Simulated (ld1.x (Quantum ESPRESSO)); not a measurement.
## platinum: excitation energies, all-electron against TM

ld1.x (Quantum ESPRESSO) 7.5 input, shortened:

```
&input
   title='Pt', zed=78., rel=1, dft='PZ', iswitch=3,
   config='[Xe] 4f14 5d7 6s0 6p0'
 /
 &inputp
   pseudotype=2, tm=.true., lloc=-1, rcloc=0.75,
   nlcc=.true., rcore=0.60
 /
3
6S  1  0   0.00   0.00  1.75  1.75  0.0
5P  2  1   6.00   0.00  0.95  0.95  0.0
5D  3  2   7.00   0.00  1.70  1.70  0.0
 &test
   configts(1)='5p6 5d7 6s0 6p0'
 /
```

Energies are relative to the spin-unpolarised reference configuration 5p6 5d7 6s0 6p0; without spin polarisation the order of configurations can differ from experiment. Spin-polarised rows fill each open shell by Hund’s rule, majority spin first.

**Question.** Give the all-electron excitation energy and the error of the potential for: 5p6 5d9 6s1 6p0; 5p6 5d9 6s0 6p0; 5p6 5d8 6s0 6p0; 5p6 5d6 6s0 6p0; 5p6 5d9.5 6s0.5 6p0; 5p5 5d9 6s1 6p0; 5p6 5d8 6s1 6p0; 5p6 5d7 6s0 6p0 (spin-polarised); 5p6 5d9 6s1 6p0 (spin-polarised).

**Answer.**

| valence configuration | charge | ΔE all-electron (eV) | error AE − PS (meV) |
| --- | --- | --- | --- |
| 5p6 5d9 6s1 6p0 | 0 | -62.315 | +48 |
| 5p6 5d9 6s0 6p0 | +1 | -52.771 | +8.3 |
| 5p6 5d8 6s0 6p0 | +2 | -32.512 | +5.3 |
| 5p6 5d6 6s0 6p0 | +4 | 45.948 | -19 |
| 5p6 5d9.5 6s0.5 6p0 | 0 | -62.401 | +33 |
| 5p5 5d9 6s1 6p0 | +1 | 0.123 | -96 |
| 5p6 5d8 6s1 6p0 | +1 | -50.899 | +34 |
| 5p6 5d7 6s0 6p0 (spin-polarised) | +3 | -1.387 | +8.1 |
| 5p6 5d9 6s1 6p0 (spin-polarised) | 0 | -62.695 | +54 |

Levels in the configuration 5p6 5d8 6s1 6p0:

| level | all-electron (eV) | pseudo (eV) |
| --- | --- | --- |
| 5p | -67.486 | -67.535 |
| 5d | -16.760 | -16.778 |
| 6s | -14.333 | -14.353 |

Note: ghost states, extra bound levels that the all-electron valence spectrum of the same l lacks: s at -672.9 eV, p at -173.5 eV, s at -162.0 eV. A true bound ghost makes a file unfit for plane-wave use.
